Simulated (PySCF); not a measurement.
Isomers of C6H14N2Si2, one conformer each; single-point electronic energies without zero-point terms and without any empirical dispersion term.

Computed with PySCF at PBE0/pcSseg-1, non-relativistic, each on one gas-phase PBE0-D3(BJ)/def2-SVP geometry that isn't relaxed in the solvent. The solvent is an IEF-PCM continuum (cavity from Bondi-type radii × 1.2). Specific hydrogen bonds and non-electrostatic terms are outside this model.

| isomer | relative energy, gas (kcal/mol) | dipole (D) |
| --- | --- | --- |
| `N1[SiH2]CC[Si@]1(C)NCC#C` | 0.0 | 0.71 |
| `C[SiH2]N[SiH2][C@@H]1CC[C@@H]1C#N` | 5.7 | 3.62 |
| `C1[C@@H](C#N)[C@@H](C1)[SiH2]N[SiH2]C` | 5.9 | 3.02 |
| `CN(C)[Si@H]1C=C[Si@H](N)C=C1` | 8.5 | 0.63 |
| `CN(C)[Si@H]1C=C[Si@@H](N)C=C1` | 8.6 | 1.86 |
| `N#C[C@@H]1CCN([SiH2]C[SiH3])C1` | 17.2 | 4.75 |
| `CN1C=CC([C@H]([SiH3])N[SiH3])=C1` | 26.5 | 3.00 |
| `C#CC(=C)N([SiH3])[SiH2]N(C)C` | 53.8 | 1.08 |

How do the relative energies look in acetonitrile (ε = 35.69)?

```tsv
isomer	relative energy, solvent (kcal/mol)	E(solvent) − E(gas) (kcal/mol)	dipole in solvent (D)
`N1[SiH2]CC[Si@]1(C)NCC#C`	0.0	-5.8	0.90
`C[SiH2]N[SiH2][C@@H]1CC[C@@H]1C#N`	5.6	-6.0	4.90
`C1[C@@H](C#N)[C@@H](C1)[SiH2]N[SiH2]C`	4.8	-6.9	4.07
`CN(C)[Si@H]1C=C[Si@H](N)C=C1`	9.7	-4.6	0.75
`CN(C)[Si@H]1C=C[Si@@H](N)C=C1`	9.8	-4.6	2.43
`N#C[C@@H]1CCN([SiH2]C[SiH3])C1`	15.6	-7.4	6.43
`CN1C=CC([C@H]([SiH3])N[SiH3])=C1`	26.7	-5.6	3.73
`C#CC(=C)N([SiH3])[SiH2]N(C)C`	55.9	-3.8	1.27
```

The lowest stays, but the order above it changes. Conformers: `[CH:1]#[C:2][CH2:3][NH:4][Si@@:5]1([CH3:6])[CH2:7][CH2:8][SiH2:9][NH:10]1` with C2–C3–N4–Si5 -73°, C3–N4–Si5–C6 -36°, N4–Si5–C7–C8 144°, Si5–C7–C8–Si9 -37°, C7–C8–Si9–N10 29°, C8–Si9–N10–Si5 -10°; `[CH3:1][SiH2:2][NH:3][SiH2:4][C@@H:5]1[CH2:6][CH2:7][C@@H:8]1[C:9]#[N:10]` with C1–Si2–N3–Si4 -110°, Si2–N3–Si4–C5 99°, N3–Si4–C5–C6 165°, Si4–C5–C6–C7 -101°, C5–C6–C7–C8 -17°, C6–C7–C8–C9 139°, Si4–C5–C8–C7 98°; `[CH3:1][SiH2:2][NH:3][SiH2:4][C@@H:5]1[CH2:6][CH2:7][C@H:8]1[C:9]#[N:10]` with C1–Si2–N3–Si4 128°, Si2–N3–Si4–C5 -81°, N3–Si4–C5–C6 170°, Si4–C5–C6–C7 -140°, C5–C6–C7–C8 19°, C6–C7–C8–C9 -140°, Si4–C5–C8–C7 144°; `[CH3:1][N:2]([CH3:3])[Si@H:4]1[CH:5]=[CH:6][Si@H:7]([NH2:8])[CH:9]=[CH:10]1` with C1–N2–Si4–C5 -68°, C6–Si7–N8–H 156° and -62°; `[CH3:1][N:2]([CH3:3])[Si@H:4]1[CH:5]=[CH:6][Si@@H:7]([NH2:8])[CH:9]=[CH:10]1` with C1–N2–Si4–C5 143°, C6–Si7–N8–H -152° and 65°; `[N:1]#[C:2][C@@H:3]1[CH2:4][CH2:5][N:6]([SiH2:7][CH2:8][SiH3:9])[CH2:10]1` with C5–N6–Si7–C8 86°, N6–Si7–C8–Si9 180°, C2–C3–C4–C5 -83°, C3–C4–C5–N6 -18°, C4–C5–N6–Si7 169°, C5–N6–C10–C3 31°; `[CH3:1][n:2]1[cH:3][cH:4][c:5]([C@H:6]([SiH3:7])[NH:8][SiH3:9])[cH:10]1` with C4–C5–C6–Si7 -65°, C5–C6–N8–Si9 -85°; `[CH:1]#[C:2][C:3](=[CH2:4])[N:5]([SiH3:6])[SiH2:7][N:8]([CH3:9])[CH3:10]` with C2–C3–N5–Si6 -21°, C3–N5–Si7–N8 -50°, N5–Si7–N8–C9 113°. `N#C[C@@H]1CCN([SiH2]C[SiH3])C1` gains most from the continuum, and it has the largest gas-phase dipole. The gains span 3.6 kcal/mol, the gas-phase energies 53.8 kcal/mol.
